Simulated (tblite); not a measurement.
Parent: `[CH:1]#[C:2][C@H:3]([CH3:4])[CH2:5][SiH2:6][CH3:7]` with C2–C3–C5–Si6 -65°, C3–C5–Si6–C7 -179°, C6H12Si.

Structures optimised with GFN2-xTB, isolated species. One conformer each, not checked by frequencies here.

```
coordinate of the parent    value
                   C1≡C2  1.197 Å
                   C2–C3  1.451 Å
                   C3–C4  1.533 Å
                   C3–C5  1.533 Å
                  C5–Si6  1.905 Å
                  Si6–C7  1.898 Å
                C1–C2–C3   177.7°
                C2–C3–C4   109.4°
                C2–C3–C5   110.3°
                C4–C3–C5   111.2°
               C3–C5–Si6   113.6°
               C5–Si6–C7   108.5°
```

Question: How does the shared frame change in `[CH:1]#[C:2][C@@:3]([CH3:4])([CH2:5][SiH3:6])[CH2:7][SiH2:8][CH3:9]` with C2–C3–C5–Si6 63°, C2–C3–C7–Si8 -179°, C3–C7–Si8–C9 -179°, C7H16Si2? Atoms pair as C1 = C1, C2 = C2, C3 = C3, C4 = C4, C5 = C7, Si6 = Si8, C7 = C9 (parent first).

Answer: 
| parent | relative | value in the relative | change |
| --- | --- | --- | --- |
| C1≡C2 | C1≡C2 | 1.197 Å | 0.000 |
| C2–C3 | C2–C3 | 1.458 Å | +0.007 |
| C3–C4 | C3–C4 | 1.535 Å | +0.002 |
| C3–C5 | C3–C7 | 1.536 Å | +0.003 |
| C5–Si6 | C7–Si8 | 1.905 Å | 0.000 |
| Si6–C7 | Si8–C9 | 1.898 Å | 0.000 |
| C1–C2–C3 | C1–C2–C3 | 178.7° | +1.0 |
| C2–C3–C4 | C2–C3–C4 | 107.5° | -1.9 |
| C2–C3–C5 | C2–C3–C7 | 107.7° | -2.6 |
| C4–C3–C5 | C4–C3–C7 | 110.7° | -0.5 |
| C3–C5–Si6 | C3–C7–Si8 | 117.5° | +3.9 |
| C5–Si6–C7 | C7–Si8–C9 | 107.3° | -1.2 |

Of the parent's bonds, C2–C3 changes most (+0.007 Å). Bonds of the relative outside the shared frame: C3–C5 1.535, C5–Si6 1.902 Å. Point group C1 → C1.

Question: How does the shared frame change in `[CH:1]#[C:2][C@:3]([CH3:4])([CH2:5][OH:6])[CH2:7][SiH2:8][CH3:9]` with C2–C3–C5–O6 180°, C3–C5–O6–H -66°, C2–C3–C7–Si8 168°, C3–C7–Si8–C9 -91°, C7H14OSi? Atoms pair as C1 = C1, C2 = C2, C3 = C3, C4 = C4, C5 = C7, Si6 = Si8, C7 = C9 (parent first).

Answer: 
```csv
parent,relative,value in the relative,change
C1≡C2,C1≡C2,1.197 Å,0.000
C2–C3,C2–C3,1.457 Å,+0.006
C3–C4,C3–C4,1.534 Å,+0.001
C3–C5,C3–C7,1.533 Å,0.000
C5–Si6,C7–Si8,1.915 Å,+0.010
Si6–C7,Si8–C9,1.896 Å,-0.002
C1–C2–C3,C1–C2–C3,178.9°,+1.2
C2–C3–C4,C2–C3–C4,108.5°,-0.9
C2–C3–C5,C2–C3–C7,108.9°,-1.4
C4–C3–C5,C4–C3–C7,111.0°,-0.2
C3–C5–Si6,C3–C7–Si8,117.8°,+4.2
C5–Si6–C7,C7–Si8–C9,112.8°,+4.3
```

Of the parent's bonds, C5–Si6 changes most (+0.010 Å). Bonds of the relative outside the shared frame: C3–C5 1.541, C5–O6 1.404 Å. Point group C1 → C1.

These are computed values.
